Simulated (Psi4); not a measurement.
A dimer, HBr ··· H4O4Si (SMILES Br and O[Si](O)(O)O), singlet; the first 2 atoms form monomer A.

```
11

Br     0.7124     0.0000     0.0000
H     -0.7124     0.0000     0.0000
O     -2.4358     0.1985     3.1852
Si    -2.1968     0.4107     4.7890
O     -2.4948    -1.0332     5.4968
O     -0.6740     0.9829     4.9581
O     -3.1825     1.4946     5.5159
H     -2.0453     0.8463     2.5932
H     -2.2207    -1.8209     5.0207
H     -0.4588     1.4214     5.7851
H     -4.0619     1.1947     5.7588
```

What interaction energy does SAPT0/jun-cc-pVDZ, frozen core (Psi4) give, and which attractive term is the largest?

Total 0.12 kcal/mol: electrostatics 0.32, exchange 0.10, induction -0.03, dispersion -0.27. The most attractive term is dispersion.
